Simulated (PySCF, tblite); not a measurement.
A database entry of computed molecular properties. Lists by class give the value and the number of equivalent atoms.

```json
{
 "formula": "C5H9ClF2O",
 "smiles": "COC(C)(C)C(F)(F)Cl",
 "charge": 0,
 "multiplicity": 1,
 "geometry_level": "GFN2-xTB",
 "atoms_angstrom": [
  ["C", 2.063, -0.165, -0.553],
  ["O", 0.922, 0.67, -0.581],
  ["C", -0.258, 0.224, 0.044],
  ["C", -0.079, -0.161, 1.517],
  ["C", -1.243, 1.389, -0.093],
  ["C", -0.853, -1.001, -0.702],
  ["F", -2.12, -1.232, -0.306],
  ["F", -0.195, -2.149, -0.432],
  ["Cl", -0.847, -0.774, -2.467],
  ["H", 2.422, -0.331, 0.466],
  ["H", 1.887, -1.127, -1.04],
  ["H", 2.82, 0.382, -1.112],
  ["H", -1.05, -0.369, 1.958],
  ["H", 0.383, 0.668, 2.047],
  ["H", 0.543, -1.046, 1.623],
  ["H", -0.822, 2.255, 0.409],
  ["H", -2.202, 1.14, 0.351],
  ["H", -1.379, 1.633, -1.143]
 ],
 "electronic_structure_code": "PySCF",
 "results": {
  "GFN2-xTB geometry": {
   "point_group": "C1",
   "rotational_constants_GHz": [1.637, 1.281, 1.135]
  },
  "PBE0/pcSseg-1 ground state and GIAO shieldings, non-relativistic": {
   "dipole_D": 2.11,
   "homo_eV": -7.93,
   "lumo_eV": 0.7,
   "shift_vs_computed_TMS_C_by_class_ppm": [
    [147.6, 1],
    [82.3, 1],
    [54.1, 1],
    [22.8, 2]
   ],
   "shift_vs_computed_TMS_H_by_class_ppm": [
    [3.54, 3],
    [1.36, 6]
   ],
   "shielding_other_nuclei_by_class_ppm": [
    ["O", 280.0, 1],
    ["F", 238.9, 2],
    ["Cl", 654.2, 1]
   ],
   "charges_hirshfeld_e_by_atom": [-0.05, -0.13, 0.07, -0.13, -0.14, 0.21, -0.08, -0.07, -0.04, 0.04, 0.02, 0.05, 0.05, 0.05, 0.04, 0.05, 0.04, 0.03]
  },
  "GFN2-xTB harmonic vibrations, gas phase": {
   "strongest_ir_bands_cm-1_km_per_mol_modes": [
    [883.3, 80.1, 1],
    [1039.2, 124.5, 1],
    [1073.9, 123.1, 1],
    [1081.4, 96.9, 1],
    [1202.0, 56.0, 1],
    [2951.7, 41.3, 1]
   ],
   "zpe_kcal_per_mol": 84.8
  }
 }
}
```

The zero-point energy, half the sum of the 48 harmonic wavenumbers, equals 29660 cm⁻¹ or 355 kJ/mol. The dipole matches unit charges of opposite sign 0.44 Å apart (1 e·Å = 4.8032 D). A dipole of 2.11 D is allowed in C1, and pure rotational transitions are dipole-allowed.

One conformer (not necessarily the lowest) at the GFN2-xTB geometry, without solvent or vibrations. NMR classes are plain means over equivalent atoms (diastereotopic ones count apart unless rotation or inversion swaps them), as if these changed places fast; in this geometry the members of some classes differ.

The values belong to the conformer `[CH3:1][O:2][C:3]([CH3:4])([CH3:5])[C:6]([F:7])([F:8])[Cl:9]`: C1–O2–C3–C4 55°, O2–C3–C6–F7 -166°.
